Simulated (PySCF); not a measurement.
CrO4 (SMILES [O]=[Cr-2](=[O])(=[O])=[O]), charge -2, singlet, geometry from GFN2-xTB (such geometries of metal compounds can be far from the true shape) (in this run its highest filled SCF level lies above zero, so its values depend strongly on the basis, on diffuse functions most of all); PySCF with B97M-V/STO-3G.

Here is a job for PySCF.
```python
from pyscf import gto, scf, dft

mol = gto.M(
    atom='''
Cr    0.00000000    0.00000000   -0.00000000
O     1.11911804    0.63621091   -1.00629935
O     0.74912909   -0.80537194    1.20830855
O    -0.95622851   -1.03167988   -0.83131917
O    -0.91201863    1.20084091    0.62930997
''',
    basis='sto-3g',
    charge=-2,
    verbose=4,
)

mf = dft.RKS(mol)
mf.xc = 'b97m_v'
mf.kernel()
```

Output, abridged:

```
PySCF version 2.14.0

[INPUT] verbose = 4
[INPUT] num. atoms = 5
[INPUT] num. electrons = 58
[INPUT] charge = -2
[INPUT] spin (= nelec alpha-beta = 2S) = 0
[INPUT] symmetry False subgroup None
[INPUT] Mole.unit = angstrom
[INPUT] Symbol           X                Y                Z      unit          X                Y                Z       unit  Magmom
[INPUT]  1 Cr     0.000000000000   0.000000000000   0.000000000000 AA    0.000000000000   0.000000000000   0.000000000000 Bohr   0.0
[INPUT]  2 O      1.119118040000   0.636210910000  -1.006299350000 AA    2.114826596660   1.202264377360  -1.901630170828 Bohr   0.0
[INPUT]  3 O      0.749129090000  -0.805371940000   1.208308550000 AA    1.415648812045  -1.521932395010   2.283372233470 Bohr   0.0
[INPUT]  4 O     -0.956228510000  -1.031679880000  -0.831319170000 AA   -1.807009996401  -1.949592421424  -1.570965553401 Bohr   0.0
[INPUT]  5 O     -0.912018630000   1.200840910000   0.629309970000 AA   -1.723465431201   2.269260439073   1.189223490758 Bohr   0.0

nuclear repulsion = 324.882124320209
number of shells = 20
number of NR pGTOs = 114
number of NR cGTOs = 38
basis = sto-3g
ecp = {}

******** <class 'pyscf.dft.rks.RKS'> ********
method = RKS
initial guess = minao
damping factor = 0
level_shift factor = 0
DIIS = <class 'pyscf.scf.diis.CDIIS'>
diis_start_cycle = 1
diis_space = 8
diis_damp = 0
SCF conv_tol = 1e-09
SCF conv_tol_grad = None
SCF max_cycles = 50
direct_scf = True
direct_scf_tol = 1e-13
XC library pyscf.dft.libxc version 7.1.2
    S. Lehtola, C. Steigemann, M. J. T. Oliveira, and M. A. L. Marques,  SoftwareX 7, 1–5 (2018)
XC functionals = b97m_v
    N. Mardirossian and M. Head-Gordon,  J. Chem. Phys. 142, 074111 (2015)
radial grids:
    Treutler-Ahlrichs [JCP 102, 346 (1995); DOI:10.1063/1.469408] (M4) radial grids

becke partition: Becke, JCP 88, 2547 (1988); DOI:10.1063/1.454033
pruning grids: <function nwchem_prune>
grids dens level: 3
symmetrized grids: False
atomic radii adjust function: <function treutler_atomic_radii_adjust>
** Following is NLC and NLC Grids **
NLC functional = b97m_v
radial grids:
    Treutler-Ahlrichs [JCP 102, 346 (1995); DOI:10.1063/1.469408] (M4) radial grids

becke partition: Becke, JCP 88, 2547 (1988); DOI:10.1063/1.454033
pruning grids: <function nwchem_prune>
grids dens level: 3
symmetrized grids: False
atomic radii adjust function: <function treutler_atomic_radii_adjust>
small_rho_cutoff = 0
Set gradient conv threshold to 3.16228e-05
Initial guess from minao.
tot grids = 77232
tot grids = 77232
init E= -1329.54978418922
  HOMO = -0.495617879761123  LUMO = -0.200405186126679  gap/eV = 8.03315
cycle= 1 E= -1328.82329004916  delta_E= 0.726  |g|= 2.05  |ddm|= 3.89
  HOMO = 0.602857983610458  LUMO = 0.608264792922675  gap/eV = 0.14713
cycle= 2 E= -1316.40859342674  delta_E= 12.4  |g|= 5.04  |ddm|= 6.61
  HOMO = 0.49466936316904  LUMO = 0.916697322430997  gap/eV = 11.48397
cycle= 3 E= -1328.45404884275  delta_E=  -12  |g|= 2.19  |ddm|= 6.57
  HOMO = 0.497750589955504  LUMO = 0.928232828306799  gap/eV = 11.71402
cycle= 4 E= -1328.39502400836  delta_E= 0.059  |g|= 2.21  |ddm|= 0.0454
  HOMO = 0.477972975360495  LUMO = 0.922285439040763  gap/eV = 12.09036
cycle= 5 E= -1328.26203012454  delta_E= 0.133  |g|= 2.28  |ddm|= 0.144
  HOMO = 0.4781068529372  LUMO = 0.975265535072874  gap/eV = 13.52838
cycle= 6 E= -1327.80801684178  delta_E= 0.454  |g|= 2.44  |ddm|= 0.35
  HOMO = 0.513181206296823  LUMO = 0.676023154270547  gap/eV = 4.43116
cycle= 7 E= -1329.80476138074  delta_E=   -2  |g|= 0.549  |ddm|= 2.34
  HOMO = 0.495761822322575  LUMO = 0.65005260519912  gap/eV = 4.19847
cycle= 8 E= -1329.85022457287  delta_E= -0.0455  |g|= 0.516  |ddm|= 0.973
  HOMO = 0.488496252161664  LUMO = 0.657598843782463  gap/eV = 4.60152
cycle= 9 E= -1329.89821435958  delta_E= -0.048  |g|= 0.18  |ddm|= 0.364
  HOMO = 0.485199335116276  LUMO = 0.659298545704603  gap/eV = 4.73748
cycle= 10 E= -1329.90325785059  delta_E= -0.00504  |g|= 0.103  |ddm|= 0.122
  HOMO = 0.484613315249421  LUMO = 0.662377531784057  gap/eV = 4.83721
cycle= 11 E= -1329.90514347403  delta_E= -0.00189  |g|= 0.0246  |ddm|= 0.0484
  HOMO = 0.484692818029389  LUMO = 0.663437768952153  gap/eV = 4.86390
cycle= 12 E= -1329.90523641496  delta_E= -9.29e-05  |g|= 0.00821  |ddm|= 0.019
  HOMO = 0.484581612309751  LUMO = 0.66353047549427  gap/eV = 4.86945
cycle= 13 E= -1329.90525722801  delta_E= -2.08e-05  |g|= 0.00153  |ddm|= 0.0097
  HOMO = 0.484503173924102  LUMO = 0.663497591290074  gap/eV = 4.87069
cycle= 14 E= -1329.90525798507  delta_E= -7.57e-07  |g|= 0.000188  |ddm|= 0.00172
  HOMO = 0.484507661378068  LUMO = 0.663494307453815  gap/eV = 4.87047
cycle= 15 E= -1329.90525799254  delta_E= -7.47e-09  |g|= 9.27e-06  |ddm|= 0.000145
  HOMO = 0.484507177755727  LUMO = 0.663494108198856  gap/eV = 4.87048
cycle= 16 E= -1329.90525799256  delta_E= -2.36e-11  |g|= 5.42e-07  |ddm|= 1.03e-05
  HOMO = 0.4845071814866  LUMO = 0.663494091507864  gap/eV = 4.87048
Extra cycle  E= -1329.90525799256  delta_E= 1.36e-12  |g|= 2.15e-06  |ddm|= 2.86e-06
converged SCF energy = -1329.90525799256
```
